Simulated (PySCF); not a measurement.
CuI (SMILES [Cu][I]), singlet, at a GFN2-xTB geometry (such geometries of metal compounds can be far from the true shape) (core potentials on I).

PySCF was given this input:
```python
from pyscf import gto, scf, dft

mol = gto.Mole()
mol.atom = '''
    Cu   -0.00000000   -0.00000000   -1.55408011
    I     0.00000000    0.00000000    0.85034572
'''
mol.basis = 'def2-svpd'
mol.ecp = {'I': 'def2-svpd'}
mol.verbose = 4
mol.build()

mf = dft.RKS(mol)
mf.xc = 'wb97x'
mf.kernel()
```

### Question
Estimate the number of basis functions that WB97X/def2-SVPD in PySCF returns for this input.

### Answer
69

### Question
Predict the Mulliken (on the basis functions themselves) charges in atom order from WB97X/def2-SVPD.

### Answer
Cu1 0.31, I2 -0.31

### Question
Predict the nuclear repulsion energy from WB97X/def2-SVPD.

### Answer
159.5614 Eh

### Question
What is the computed dipole moment (WB97X/def2-SVPD)?

### Answer
5.54 D

### Question
Roughly what does it cost on one core?

### Answer
roughly 14 core-seconds.
